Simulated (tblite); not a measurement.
C4H12O2Si3.
Numbering: `[O:1]=[C:2]1[O:3][CH2:4][CH2:5][SiH2:6][C:7]1([SiH3:8])[SiH3:9]` (hydrogens: H10, H11 on C4; H12, H13 on C5; H14, H15 on Si6; H16, H17, H18 on Si8; H19, H20, H21 on Si9)

Structure used (GFN2-xTB), in Å, numbered top down from 1:
```xyz
21
C4H12O2Si3 angstrom
O      1.0806    0.7122    2.0937
C      0.3475    0.1380    1.3042
O     -0.6556   -0.5837    1.8097
C     -1.6191   -1.1958    0.9675
C     -2.3172   -0.2021    0.0491
Si    -1.0092    0.6255   -1.0641
C      0.6067    0.2914   -0.1306
Si     1.5680   -1.2444   -0.7312
Si     1.8436    1.7684   -0.0087
H     -1.1498   -1.9912    0.3786
H     -2.3223   -1.6563    1.6686
H     -2.8367    0.5342    0.6624
H     -3.0733   -0.7350   -0.5236
H     -1.0055   -0.0049   -2.3895
H     -1.3018    2.0579   -1.1716
H      0.7143   -2.4390   -0.8152
H      2.0545   -0.9433   -2.0758
H      2.6648   -1.5416    0.1863
H      2.0759    2.1438   -1.4184
H      3.1279    1.3880    0.5586
H      1.1978    2.8950    0.6497
```

All values are computed: GFN2-xTB (tblite) harmonic vibrations without scaling, gas phase. This tight-binding method is rough: wavenumbers can miss measured ones by several per cent, in bad cases by 10 to 20. Modes of hydrogen on silicon can be 10 to 20 % off. One conformer, not necessarily the lowest.

Harmonic wavenumbers (cm⁻¹): 48.9, 96.6, 108.4, 121.5, 161.4, 167.5, 183.7, 255.8, 269.8, 283.8, 393.3, 421.7, 473.2, 489.6, 525.4, 543.7, 547.9, 556.2, 583.0, 617.8, 650.6, 674.2, 711.1, 742.5, 756.7, 773.8, 796.8, 802.7, 812.3, 830.1, 836.9, 852.5, 905.6, 950.3, 980.8, 1029.4, 1109.6, 1158.7, 1188.7, 1246.4, 1288.5, 1339.0, 1467.4, 1480.3, 1649.9, 2156.0, 2200.1, 2233.2, 2255.5, 2288.8, 2296.8, 2332.0, 2341.3, 2929.9, 2956.4, 2993.6, 3013.9.

A = 1292, B = 879.3, C = 831.9 MHz; mass 176.015 u (most abundant isotopes); point group C1, symmetry number 1.

Problem. Zero-point energy?

Solution. Half the sum of the wavenumbers: 30941 cm⁻¹ = 370.13 kJ/mol.

Problem. Give the ideal-gas entropy at 273.15 K and 1 bar in the rigid-rotor, harmonic-oscillator model (classical rotation).

Solution. Translation 171.52, rotation 125.30, vibration 139.31: S = 436.1 J/(mol K).

Problem. And Cp and H(273.15 K) − H(0)?

Solution. Cp = 196.14 J/(mol K), of which vibrations give 162.88 (their classical limit is 57 R = 473.9); H(273.15 K) − H(0) = 30.37 kJ/mol without the zero-point energy, 21.29 from vibrations.

Problem. Blend soft modes into free rotors: weight 1/[1 + (100 cm⁻¹/ν̃)⁴] for the oscillator and the rest for a rotor with moment μB/(μ + B), μ = h/(8π²ν), B = 10⁻⁴⁴ kg m². What vibrational entropy results?

Solution. 132.16 J/(mol K) in place of 139.31, which changes −T·S at 273.15 K by +1.95 kJ/mol.

Problem. What must be added to the electronic energy to get the Gibbs energy at 273.15 K and 1 bar?

Solution. ZPE + [H(273.15 K) − H(0)] − T·S = 370.13 + 30.37 − 119.13 = 281.37 kJ/mol.

Problem. Which modes carry the vibrational entropy at 273.15 K?

Solution. 48.9 cm⁻¹: 19.62; 96.6 cm⁻¹: 14.02; 108.4 cm⁻¹: 13.09; 121.5 cm⁻¹: 12.17; 161.4 cm⁻¹: 9.91; 167.5 cm⁻¹: 9.62 J/(mol K); the other 51 give 60.89 together.

Hindered rotation and anharmonicity are outside this model. Other conformers, if any are populated, would add a mixing term that is left out. The structure is chiral; the term R ln 2 for an equal mix with its mirror image is left out.

On Arm Neoverse N1, one thread, shared host with 64 logical CPUs at a one-minute load of 61, this took 2.1 s. This covers the Hessian and the dipole derivatives.
